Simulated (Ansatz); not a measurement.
Basis sets compared for Ge₁₉H₂₈, a nanocrystal cut from cubic germanium. Total charge 0; singlet. Geometry PBE-D4/def2-SVP. Ansatz on 11 threads of AMD EPYC 7R13 on a shared host and a whole NVIDIA H100 80GB HBM3; times are rough, and most runs start from earlier orbitals.

Cartesian coordinates in Å:
```
Ge -1.992 -1.267 -3.203
Ge 3.374 -1.232 -1.708
Ge -2.367 2.523 -1.960
Ge 2.999 2.578 -0.455
Ge -5.388 -0.045 -1.500
Ge -3.002 -2.571 0.470
Ge -3.385 1.218 1.710
Ge 0.001 -0.001 0.002
Ge 2.379 -2.531 1.948
Ge 1.994 1.279 3.198
Ge 5.389 0.047 1.497
Ge -3.534 0.617 -2.955
Ge 1.851 0.665 -1.457
Ge -1.159 -1.913 -0.996
Ge 4.232 -1.864 0.495
Ge -1.539 1.886 0.252
Ge 3.851 1.936 1.747
Ge -4.547 -0.688 0.708
Ge 0.848 -0.642 2.209
H -0.794 -0.858 -4.111
H -2.723 -2.465 -3.879
H 4.557 -0.859 -2.652
H 2.609 -2.431 -2.344
H -1.170 2.944 -2.862
H -3.337 3.738 -1.847
H 4.177 3.041 -1.364
H 2.003 3.767 -0.314
H -6.158 -1.239 -2.139
H -6.388 1.141 -1.353
H -3.753 -3.802 -0.120
H -2.438 -2.974 1.865
H -4.379 2.403 1.902
H -2.827 0.826 3.111
H 1.616 -3.735 1.320
H 2.930 -2.979 3.335
H 0.991 2.462 3.345
H 2.529 0.922 4.617
H 6.592 0.464 0.600
H 5.953 -0.358 2.892
H -4.094 1.020 -4.355
H 1.262 1.064 -2.847
H -0.142 -3.089 -1.134
H 5.232 -3.052 0.344
H -0.758 3.077 0.892
H 4.613 3.139 2.383
H -5.744 -1.106 1.616
H -0.364 -1.057 3.100
```

Single mean-field runs in def2-SVP, def2-TZVP are fitted with def2-universal-jkfit.

Binding counts from free atoms (Ge triplet, H doublet) in the same basis, without a counterpoise term.

| level | functions | energy (Eh) | HOMO (eV) | LUMO (eV) | binding per atom (eV) | wall time |
| --- | --- | --- | --- | --- | --- | --- |
| PBE-D4/def2-SVP | 748 | -39469.4180 | -6.11 | -1.74 | 2.88 | 3.9 s |
| PBE0-D4/def2-SVP | 748 | -39470.4956 | -7.06 | -1.06 | 2.88 | 6 s |

Estimate the rows for PBE-D4/def2-TZVP, PBE0-D4/def2-TZVP (with forces).


```
                          level  functions  energy (Eh)  HOMO (eV)  LUMO (eV)  binding per atom (eV)  wall time
               PBE-D4/def2-TZVP       1080  -39474.3984      -6.15      -1.85                   2.88        6 s
PBE0-D4/def2-TZVP (with forces)       1080  -39475.4567      -7.05      -1.15                   2.88       14 s
```
